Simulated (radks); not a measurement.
The numbers below are computed, except where a source is named.
Q: These are the eigenvalues of the occupied orbitals of an atom or ion with whole-number occupations (Ry). Level of theory: scalar-relativistic Kohn-Sham, TASK exchange with Perdew-Wang LDA correlation, spin-polarised, spherical densities, finite nucleus; meta-GGA in the generalised Kohn-Sham scheme; Fermi nuclear charge, rms radius of each element as measured or else 0.836 A^(1/3) + 0.57 fm (a radial shooting solver on a logarithmic mesh with Libxc functionals).

orbital  eigenvalue
1s        -2967.918
2s        -479.9121
2p        -430.0656
3s        -106.6554
3p        -90.73819
3d        -68.06452
4s        -24.47573
4p        -19.20951
4d        -11.56476
5s         -5.95443
5p         -4.49354

Which element is it, and in what charge state? The configuration may be excited. Open shells, if any, are filled with parallel spins first.

A: Z = 58, cerium, charge +4: Ce4+ in [Xe]. The list shows which subshells hold electrons but not how many an open one holds; the 1s level, -1484 hartree, gives Z - s = 54.5 by -(Z - s)^2/2, which with screening and relativity narrows Z to a few neighbours, and the depths of the outer levels then fix element, charge and occupations together.
